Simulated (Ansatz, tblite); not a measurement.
Species of one formula, Na20⁺ (doublet), each relaxed with PBE/def2-SVP in Ansatz.

The xTB rows come from tblite. Correlated methods freeze 20 core orbitals; core or outer-core shells of Na are correlated, in sets that lack core-valence functions. Single mean-field runs in def2-TZVP are fitted with def2-universal-jkfit.

Run but left out: HF/STO-3G, HF/def2-SVP, LC-ωPBE/def2-TZVP, MP2/def2-SVP (A: ⟨S²⟩ 1.20 to 8.52, where a pure state has 0.75); r2SCAN/def2-TZVP, PBE0/def2-SVP, PBE0/def2-TZVP (B: ⟨S²⟩ 1.58 to 2.30, where a pure state has 0.75).

Other spin states weren't relaxed.

A: Na20⁺ (started as a model of: Na20 tetrahedron)

```
atom   x (Å)   y (Å)   z (Å)
 Na1   4.880  -3.026  -3.239
 Na2   2.076  -3.715  -1.135
 Na3  -0.829  -4.229   0.911
 Na4  -3.690  -4.552   3.024
 Na5   2.111  -0.841  -3.755
 Na6  -0.716  -1.486  -1.611
 Na7  -3.538  -1.904   0.626
 Na8  -0.768   1.278  -4.124
 Na9  -3.501   0.831  -1.890
Na10  -3.588   3.448  -4.326
Na11   3.939  -0.690  -0.703
Na12   1.154  -1.284   1.539
Na13  -1.718  -1.655   3.679
Na14   1.186   1.638  -1.119
Na15  -1.618   1.130   1.195
Na16  -1.654   3.852  -1.350
Na17   3.093   1.762   1.961
Na18   0.378   1.219   4.197
Na19   0.402   4.090   1.578
Na20   2.401   4.132   4.542
```

B: Na20⁺ (started as a model of: Na20 flat piece)

Cartesian coordinates in Å:
```
Na -4.489 -3.097 -6.623
Na -2.639 -1.285 -4.377
Na -1.606 2.039 -5.270
Na 0.336 4.202 -3.158
Na 1.167 7.319 -4.312
Na -3.679 -4.571 -3.559
Na -1.692 -2.574 -1.194
Na -0.672 0.845 -2.186
Na 1.345 3.020 0.047
Na 2.257 6.381 -1.128
Na -2.731 -5.932 -0.305
Na -0.707 -3.729 1.955
Na 0.291 -0.367 0.954
Na 2.268 1.749 3.172
Na 3.306 5.209 2.170
Na -1.624 -6.891 2.913
Na 0.367 -4.759 5.186
Na 1.261 -1.599 4.128
Na 3.118 0.319 6.314
Na 4.124 3.721 5.273
```

Task: Estimate their order by electronic energy at RPA@PBE/def2-SVP, counted from the lowest.

Result: A (0.0) < B (269.1), in kJ/mol.

Task: Do the other levels pick the same lowest one?

Result: Not GFN2-xTB. Energies above each level's lowest (kJ/mol):

```tsv
level	A	B
GFN1-xTB	0.0	0.7
GFN2-xTB	124.2	0.0
PBE/def2-SVP	0.0	204.2
PBE/def2-TZVP	0.0	186.1
RPA@PBE/def2-SVP	0.0	269.1
```
Point groups (tolerance 0.1 Å): A D2d, B C2v.
